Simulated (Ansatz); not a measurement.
`C[O][W](=[O])([F])=[S]` and `C[O][W]([NH2])(=[O])=[S]` differ in one atom or group.

Ansatz, PBE0-D4/def2-TZVP geometries, multiplicity 1. Each molecule was computed in one conformer, which needn't be the lowest.

Elements past krypton have def2 core potentials.

```
                                                                                  property  `C[O][W](=[O])([F])=[S]`
                                                   HOMO–LUMO gap (ωB97M-V/def2-TZVPP) / eV                      9.60
                                                        HOMO energy (PBE0/def2-TZVPP) / eV                     -7.81
                                                       HOMO energy (B3LYP/def2-TZVPP) / eV                     -7.56
                                                         LUMO energy (PBE/def2-TZVPP) / eV                     -3.08
                                                       LUMO energy (B3LYP/def2-TZVPP) / eV                     -2.56
ideal-gas entropy at 298 K and 1 bar (rigid rotor, harmonic PBE0-D4/def2-TZVP) / J/(mol·K)                       394
```

Task: Give the same properties after the change, and the shifts. (Best estimate.)

Result: Computed: 
```csv
property,`C[O][W]([NH2])(=[O])=[S]`,shift
HOMO–LUMO gap (ωB97M-V/def2-TZVPP) / eV,9.53,-0.07
HOMO energy (PBE0/def2-TZVPP) / eV,-7.37,0.44
HOMO energy (B3LYP/def2-TZVPP) / eV,-7.13,0.43
LUMO energy (PBE/def2-TZVPP) / eV,-2.73,0.35
LUMO energy (B3LYP/def2-TZVPP) / eV,-2.19,0.37
"ideal-gas entropy at 298 K and 1 bar (rigid rotor, harmonic PBE0-D4/def2-TZVP) / J/(mol·K)",406,12
```

With PBE0 the HOMO rises by 0.44 eV and the LUMO rises by 0.37 eV, so the gap narrows by about 0.07 eV. PBE moves the HOMO by 0.41 eV and ωB97M-V by 0.41 eV. The zero-point energy changes by 60.8 kJ/mol with +6 modes. Modes under 60 cm⁻¹, often nearly free rotors, make the harmonic entropy too high.

B3LYP here is the variant with VWN-RPA as its local correlation; programs differ in this.
